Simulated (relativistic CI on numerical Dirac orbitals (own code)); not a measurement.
Hyperfine structure of Ag XLIII, mass number 107

Computed by Dirac-Coulomb-Breit CI, KLI orbitals optimised for each configuration, QED by a radiative potential, unscaled Slater integrals (own radial code, finite nucleus).

Configuration list (outside the closed core 1s2): 2s²2p, 2s2p², 2p³, 2p²3s, 2p²3p, 2p²3d, 2s²3s, 2s²3p, 2s²3d, 2s2p3s, 2s2p3p, 2s2p3d, 2s²4s, 2s²4p, 2s²4d, 2s²4f. Levels of other configurations are missing.

Nuclear spin I = 1/2, μ = -0.11352 μN (tables of Stone and Pyykkö). The electronic factors are computed for point nuclear moments, without core polarisation or the Bohr-Weisskopf and QED corrections.

```csv
Level,E (eV),A (GHz)
2s²2p ²P°1/2,0.000,-279.2
2s2p² ⁴P1/2,132.166,-814.9
2s²2p ²P°3/2,195.155,-46.06
2s2p² ⁴P3/2,287.834,-225
2s2p² ²D5/2,315.343,-254.4
2s2p² ²D3/2,359.141,0.02991
2s2p² ²P1/2,361.979,232.4
2s2p² ⁴P5/2,501.952,-215.6
```

Levels with J = 0, under 50 % of one LS term, or S terms without an open s electron are left out. Small factors come from cancelling terms and can be off by tens of per cent or more.

At this charge energies of transitions that change n are usually good to better than 1 %, and those within a shell (Δn = 0) to a few per cent.

Q: Give the hyperfine levels of 2s²2p ²P°1/2 relative to its centre of gravity.

A: With K = F(F + 1) − I(I + 1) − J(J + 1), E = AK/2: F = 0: 209.4, F = 1: -69.79 GHz.

LS names give the leading component of a level, which can be under half, so a name can repeat, a term be missing and a line seem to break the LS rules.
